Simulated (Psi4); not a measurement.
C4H6F2Ge, singlet, geometry from GFN2-xTB, atoms displaced at random by about 0.08 Å a coordinate; R2SCAN/STO-3G, gradient (Psi4).

Here is a job for Psi4.
```
memory 2 GB

molecule {
0 1
C    -2.81664975    0.64377438    0.42614924
C    -1.44518626    1.18334823    0.33904017
Ge   -0.06245678   -0.02938443   -0.13559529
F     0.45936417    0.44938766   -1.70800542
F    -0.71747751   -1.63777681   -0.22701411
C     1.77227153   -0.04026880    1.09025277
C     2.81107152   -0.21972356    0.40465154
H    -3.01572080   -0.36234170    0.30048704
H    -3.63632553    1.21308283    0.41888593
H    -1.55116589    2.14268411    0.55434887
H     1.56178112   -0.55846964    2.06949900
H     2.84955751    0.22109070   -0.48740274
H     3.67538134   -0.22616594    1.03113551
symmetry c1
no_reorient
no_com
}

set {
  basis sto-3g
}

gradient('r2scan')
print_variables()
```

Output, abridged:

```
gradient() will perform analytic gradient computation.

   => Loading Basis Set <=

    Name: STO-3G
    Role: ORBITAL
    Keyword: BASIS

         ---------------------------------------------------------
                                   SCF
               by Justin Turney, Rob Parrish, Andy Simmonett
                          and Daniel G. A. Smith
                              RKS Reference
         ---------------------------------------------------------

  ==> Geometry <==

    Molecular point group: c1
    Full point group: C1

    Geometry (in Angstrom), charge = 0, multiplicity = 1:

       Center              X                  Y                   Z               Mass
    ------------   -----------------  -----------------  -----------------  -----------------
         C           -2.816649750000     0.643774380000     0.426149240000    12.000000000000
         C           -1.445186260000     1.183348230000     0.339040170000    12.000000000000
         GE          -0.062456780000    -0.029384430000    -0.135595290000    73.921177761000
         F            0.459364170000     0.449387660000    -1.708005420000    18.998403162730
         F           -0.717477510000    -1.637776810000    -0.227014110000    18.998403162730
         C            1.772271530000    -0.040268800000     1.090252770000    12.000000000000
         C            2.811071520000    -0.219723560000     0.404651540000    12.000000000000
         H           -3.015720800000    -0.362341700000     0.300487040000     1.007825032230
         H           -3.636325530000     1.213082830000     0.418885930000     1.007825032230
         H           -1.551165890000     2.142684110000     0.554348870000     1.007825032230
         H            1.561781120000    -0.558469640000     2.069499000000     1.007825032230
         H            2.849557510000     0.221090700000    -0.487402740000     1.007825032230
         H            3.675381340000    -0.226165940000     1.031135510000     1.007825032230

  Running in c1 symmetry.

  Rotational constants: A =      0.10337  B =      0.04213  C =      0.04171 [cm^-1]
  Rotational constants: A =   3098.97810  B =   1263.02350  C =   1250.48670 [MHz]
  Nuclear repulsion =  561.005856091126930

  Charge       = 0
  Multiplicity = 1
  Electrons    = 80
  Nalpha       = 40
  Nbeta        = 40

  ==> Algorithm <==

  SCF Algorithm Type is DF.
  DIIS enabled.
  MOM disabled.
  Fractional occupation disabled.
  Guess Type is SAD.
  Energy threshold   = 1.00e-08
  Density threshold  = 1.00e-08
  Integral threshold = 1.00e-12

  ==> Primary Basis <==

  Basis Set: STO-3G
    Blend: STO-3G
    Number of shells: 32
    Number of basis functions: 54
    Number of Cartesian functions: 55
    Spherical Harmonics?: true
    Max angular momentum: 2

  ==> DFT Potential <==

   => LibXC <=

    Version 7.1.2
    S. Lehtola, C. Steigemann, M. J. T. Oliveira, and M. A. L. Marques,  SoftwareX 7, 1–5 (2018) (10.1016/j.softx.2017.11.002)

   => Composite Functional: R2SCAN <=

    r2SCAN Meta-GGA XC Functional  (0.1021/acs.jpclett.0c02405)
    J. W. Furness, A. D. Kaplan, J. Ning, J. P. Perdew, J. Sun  J. Phys. Chem. Lett.  11, 8208–8215, 2020

    Deriv               =              1
    GGA                 =           TRUE
    Meta                =           TRUE

    Exchange Hybrid     =          FALSE
    MP2 Hybrid          =          FALSE

   => Exchange Functionals <=

    1.0000   XC_MGGA_X_R2SCAN

   => Correlation Functionals <=

    1.0000   XC_MGGA_C_R2SCAN

   => LibXC Density Thresholds  <==

    XC_MGGA_C_R2SCAN:  1.00E-15
    XC_MGGA_X_R2SCAN:  1.00E-11

   => Molecular Quadrature <=

    Radial Scheme          =       TREUTLER
    Pruning Scheme         =           NONE
    Nuclear Scheme         =       TREUTLER

    Blocking Scheme        =         OCTREE
    BS radius alpha        =              1
    Pruning alpha          =              1
    Radial Points          =             75
    Spherical Points       =            302
    Total Points           =         275942
    Total Blocks           =           2123
    Max Points             =            256
    Max Functions          =             49
    Weights Tolerance      =       1.00E-15

   => Loading Basis Set <=

    Name: (STO-3G AUX)
    Role: JKFIT
    Keyword: DF_BASIS_SCF

  ==> Integral Setup <==

  SCF_SUBTYPE=INCORE selected. In-core MEM_DF algorithm will be used.
  Using in-core AOs.

  ==> MemDFJK: Density-Fitted J/K Matrices <==

    J tasked:                   Yes
    K tasked:                    No
    wK tasked:                   No
    Algorithm:                 Core
    Schwarz Cutoff:           1E-12
    Mask sparsity (%):       4.1838
    Fitting Condition:        1E-10

   => Auxiliary Basis Set <=

  Basis Set: (STO-3G AUX)
    Blend: DEF2-UNIVERSAL-JKFIT
    Number of shells: 246
    Number of basis functions: 828
    Number of Cartesian functions: 1033
    Spherical Harmonics?: true
    Max angular momentum: 5

  Minimum eigenvalue in the overlap matrix is 1.5181901294E-01.
  Reciprocal condition number of the overlap matrix is 6.4435071903E-02.
    Using symmetric orthogonalization.

  ==> Pre-Iterations <==

  SCF Guess: Superposition of Atomic Densities via on-the-fly atomic UHF (no occupation information).

   -------------------------
    Irrep   Nso     Nmo
   -------------------------
     A         54      54
   -------------------------
    Total      54      54
   -------------------------

  ==> Iterations <==

                           Total Energy        Delta E     RMS |[F,P]|

   @DF-RKS iter SAD: -2400.04673151694533   -2.40005e+03   0.00000e+00
   @DF-RKS iter   1: -2403.41734361098952   -3.37061e+00   1.24203e-02 DIIS/ADIIS
   @DF-RKS iter   2: -2365.97504319914742    3.74423e+01   1.60747e-01 ADIIS
   @DF-RKS iter   3: -2396.28452260573613   -3.03095e+01   7.38190e-02 DIIS/ADIIS
   @DF-RKS iter   4: -2403.68915237190458   -7.40463e+00   5.92888e-03 DIIS/ADIIS
[...]
  @DF-RKS Final Energy: -2403.77829165541107
    Total Energy =                      -2403.7782916554110670
[...]
     Multipole            Electronic (a.u.)      Nuclear  (a.u.)        Total (a.u.)
 ------------------------------------------------------------------------------------

 L = 1.  Multiply by 2.5417464519 to convert [e a0] to [Debye]
 Dipole X            :          4.7125372           -4.7414873           -0.0289501
 Dipole Y            :         -0.2940997            0.3720072            0.0779075
 Dipole Z            :          8.3448205           -8.1385007            0.2063198
 Magnitude           :                                                    0.2224310

 ------------------------------------------------------------------------------------

         ------------------------------------------------------------
                                   SCF GRAD
                          Rob Parrish, Justin Turney,
                       Andy Simmonett, and Alex Sokolov
         ------------------------------------------------------------

  ==> Geometry <==

    Molecular point group: c1
    Full point group: C1

    Geometry (in Angstrom), charge = 0, multiplicity = 1:

       Center              X                  Y                   Z               Mass
    ------------   -----------------  -----------------  -----------------  -----------------
         C           -2.816649750000     0.643774380000     0.426149240000    12.000000000000
         C           -1.445186260000     1.183348230000     0.339040170000    12.000000000000
         GE          -0.062456780000    -0.029384430000    -0.135595290000    73.921177761000
         F            0.459364170000     0.449387660000    -1.708005420000    18.998403162730
         F           -0.717477510000    -1.637776810000    -0.227014110000    18.998403162730
         C            1.772271530000    -0.040268800000     1.090252770000    12.000000000000
         C            2.811071520000    -0.219723560000     0.404651540000    12.000000000000
         H           -3.015720800000    -0.362341700000     0.300487040000     1.007825032230
         H           -3.636325530000     1.213082830000     0.418885930000     1.007825032230
         H           -1.551165890000     2.142684110000     0.554348870000     1.007825032230
         H            1.561781120000    -0.558469640000     2.069499000000     1.007825032230
         H            2.849557510000     0.221090700000    -0.487402740000     1.007825032230
         H            3.675381340000    -0.226165940000     1.031135510000     1.007825032230

  Nuclear repulsion =  561.005856091126930

  ==> Basis Set <==

  Basis Set: STO-3G
    Blend: STO-3G
    Number of shells: 32
    Number of basis functions: 54
    Number of Cartesian functions: 55
    Spherical Harmonics?: true
    Max angular momentum: 2

  ==> DFJKGrad: Density-Fitted SCF Gradients <==

    Gradient:                    1
    J tasked:                  Yes
    K tasked:                   No
    wK tasked:                  No
    Integrals threads:           1
    Schwarz Cutoff:          1E-12
    Fitting Condition:       1E-10

   => Auxiliary Basis Set <=

  Basis Set: (STO-3G AUX)
    Blend: DEF2-UNIVERSAL-JKFIT
    Number of shells: 246
    Number of basis functions: 828
    Number of Cartesian functions: 1033
    Spherical Harmonics?: true
    Max angular momentum: 5

  ==> DFT Potential <==

   => LibXC <=

    Version 7.1.2
    S. Lehtola, C. Steigemann, M. J. T. Oliveira, and M. A. L. Marques,  SoftwareX 7, 1–5 (2018) (10.1016/j.softx.2017.11.002)

   => Composite Functional: R2SCAN <=

    r2SCAN Meta-GGA XC Functional  (0.1021/acs.jpclett.0c02405)
    J. W. Furness, A. D. Kaplan, J. Ning, J. P. Perdew, J. Sun  J. Phys. Chem. Lett.  11, 8208–8215, 2020

    Deriv               =              1
    GGA                 =           TRUE
    Meta                =           TRUE

    Exchange Hybrid     =          FALSE
    MP2 Hybrid          =          FALSE

   => Exchange Functionals <=

    1.0000   XC_MGGA_X_R2SCAN

   => Correlation Functionals <=

    1.0000   XC_MGGA_C_R2SCAN

   => LibXC Density Thresholds  <==

    XC_MGGA_C_R2SCAN:  1.00E-15
    XC_MGGA_X_R2SCAN:  1.00E-11

   => Molecular Quadrature <=

    Radial Scheme          =       TREUTLER
    Pruning Scheme         =           NONE
    Nuclear Scheme         =       TREUTLER

    Blocking Scheme        =         OCTREE
    BS radius alpha        =              1
    Pruning alpha          =              1
    Radial Points          =             75
    Spherical Points       =            302
    Total Points           =         275942
    Total Blocks           =           2123
    Max Points             =            256
    Max Functions          =             49
    Weights Tolerance      =       1.00E-15

  -Total Gradient:
     Atom            X                  Y                   Z
    ------   -----------------  -----------------  -----------------
       1       -0.193948193628    -0.021770615801     0.014766323165
       2        0.106881555601     0.180692000290     0.014317994119
       3       -0.013975767539    -0.029754026008    -0.026923590801
       4        0.005096989635     0.013163171137    -0.020684516873
       5       -0.012508888563    -0.029540369943     0.000778937472
       6        0.214712038069     0.039745848692    -0.035062349960
       7       -0.097059969568     0.005899492618    -0.042917643727
       8        0.005947916019     0.060681489123     0.009006564242
       9        0.078711493696    -0.067784288726    -0.011748207825
      10       -0.017492583780    -0.117841503835    -0.014942632976
      11       -0.015563971451    -0.024041134220     0.006196319953
      12       -0.017088620762    -0.032160862692     0.103150610878
      13       -0.040581280133     0.020075598555     0.004095525774

  Variable Map:
  ----------------------------------------------------------------------------
[...]
  Array Variable Map:
  ----------------------------------------------------------------------------
[...]
[...]
```
